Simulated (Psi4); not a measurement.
C4H10O2 (SMILES COCC(C)O), singlet, geometry from GFN2-xTB. Base run: B3LYP/STO-3G in Psi4 1.11.

The Psi4 input:
```
memory 2 GB

molecule mol {
0 1
  C     2.549505    0.543348   -0.246058
  O     1.383459   -0.099980    0.195595
  C     0.239884    0.240458   -0.559727
  C    -0.954994   -0.503424    0.048065
  C    -2.244786   -0.190044   -0.698439
  O    -1.119833   -0.131061    1.396422
  H     2.452410    1.634035   -0.176604
  H     3.355820    0.207713    0.402943
  H     2.780459    0.276816   -1.284664
  H     0.065301    1.326235   -0.512165
  H     0.373895   -0.047238   -1.612696
  H    -0.743054   -1.584209   -0.010468
  H    -2.441885    0.877970   -0.660313
  H    -2.171275   -0.507790   -1.734442
  H    -3.069879   -0.709231   -0.220256
  H    -0.248444   -0.168010    1.809479
}

set basis sto-3g
set reference rks

energy('b3lyp')
print_variables()
```

The base run was repeated with changes; each row names its change, and settings that it needs were set with it.

| change | E (Eh) | SCF-reference dipole (D) | core-seconds (rough) | outcome |
|---|---|---|---|---|
| base | -304.86993 | 1.79 | 10 | converged |
| functional = svwn | -303.24182 | 1.79 | 9 | converged |
| functional = scan | -304.77831 | 1.78 | 20 | converged |
| functional = tpssh | (withheld) | (withheld) | 20 | converged |
| functional = m06 | (withheld) | (withheld) | 20 | converged |
| functional = revpbe | -304.79707 | 1.64 | 10 | converged |
| functional = pbe0-dh | (withheld) | - | 10 | converged |
| functional = pbe0 | -304.57081 | 1.83 | 10 | converged |
| functional = x3lyp | -304.72858 | 1.81 | 10 | converged |
| functional = blyp | -304.68849 | 1.66 | 10 | converged |
| functional = hf (with energy('scf')) | -303.12545 | 2.05 | 4 | converged |
| functional = b2plyp | -304.38283 | - | 10 | converged |
| functional = wb97x-v | - | - | - | cut at the time limit |

Task: Some entries are withheld; supply them.

Result: 
- functional = tpssh, E (Eh): -304.94954
- functional = tpssh, SCF-reference dipole (D): 1.72
- functional = m06, E (Eh): -304.60150
- functional = m06, SCF-reference dipole (D): 1.88
- functional = pbe0-dh, E (Eh): -304.48560

Absolute energies of different levels of theory aren't comparable as measures of quality.
